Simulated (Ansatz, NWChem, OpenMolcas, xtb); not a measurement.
## AlPNH4OF (SMILES [NH2][Al]([F])[PH]O): the HOMO–LUMO gap, rung by rung

The species is AlPNH4OF (9 atoms), meant as a singlet with charge 0. As SMILES, `[NH2][Al]([F])[PH]O`. The coordinates come from a PBE0-D4/def2-TZVP relaxation. This is one conformer, not always the lowest.

Each level gives the HOMO–LUMO gap (eV). The values are calculated.

```tsv
level	kind	program	value (eV)
GFN2-xTB	semi-empirical	xtb	3.61
HF/def2-SVP	Hartree–Fock	NWChem	12.23
SVWN5/def2-SVP	LDA	OpenMolcas	4.24
revPBE/def2-SVP	GGA	Ansatz	4.39
r2SCAN/def2-SVP	meta-GGA	OpenMolcas	4.86
M06-2X/def2-SVP	hybrid meta-GGA	OpenMolcas	8.26
r2SCAN0/def2-SVP	hybrid meta-GGA	Ansatz	6.76
HSE06/def2-SVP	range-separated hybrid	Ansatz	5.66
PBE-QIDH/def2-SVP	double hybrid	Ansatz	10.03
```

The values span 3.61 to 12.23 eV. Orbital gaps aren't excitation energies, and those of double hybrids come from the SCF part alone; they tend to grow with the share of exact exchange.
